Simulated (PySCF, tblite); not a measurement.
Isomers of C6H8F2O, one GFN2-xTB conformer each. Single-point energies are computed at PBE0/pcSseg-1 (PySCF, gas phase, no added dispersion term), electronic only.

```csv
SMILES,GFN2-xTB relative energy (kcal/mol)
F[C@]12CCO[C@](F)(C1)C2,0.0
C=C[C@@H]1[C@H](CF)O[C@@H]1F,30.4
```

Conformers: `[CH2:1]=[CH:2][C@@H:3]1[C@H:4]([CH2:5][F:6])[O:7][C@@H:8]1[F:9]` with C1–C2–C3–C4 -97°, C3–C4–C5–F6 82°.

What does PBE0/pcSseg-1 give for the same structures?

```json
{"SMILES": "F[C@]12CCO[C@](F)(C1)C2", "PBE0/pcSseg-1 E (Eh)": "-507.73656", "PBE0/pcSseg-1 (kcal/mol)": "0.0", "GFN2-xTB (kcal/mol)": "0.0", "point group": "C1"}
{"SMILES": "C=C[C@@H]1[C@H](CF)O[C@@H]1F", "PBE0/pcSseg-1 E (Eh)": "-507.70367", "PBE0/pcSseg-1 (kcal/mol)": "20.6", "GFN2-xTB (kcal/mol)": "30.4", "point group": "C1"}
```

Both levels put the same isomer lowest. As drawn, the higher has a C=C bond outside aromatic rings, which the lower lacks.

Which frontier levels, dipoles and rotational constants go with these structures?

```
                      SMILES  HOMO (eV, PBE0/pcSseg-1)  LUMO (eV)  dipole (D)     A, B, C (MHz)
     F[C@]12CCO[C@](F)(C1)C2                     -7.69       1.17        2.01  2629, 1648, 1226
C=C[C@@H]1[C@H](CF)O[C@@H]1F                     -7.74      -0.20        1.65  1996, 1472, 1020
```

What happens when harmonic zero-point energies from GFN2-xTB frequencies are added?

```json
{"SMILES": "F[C@]12CCO[C@](F)(C1)C2", "ZPE (kcal/mol)": "83.1", "electronic (kcal/mol)": "0.0", "with ZPE (kcal/mol)": "0.0"}
{"SMILES": "C=C[C@@H]1[C@H](CF)O[C@@H]1F", "ZPE (kcal/mol)": "80.9", "electronic (kcal/mol)": "20.6", "with ZPE (kcal/mol)": "18.5"}
```

The zero-point energies span 2.2 kcal/mol. The order is unchanged.
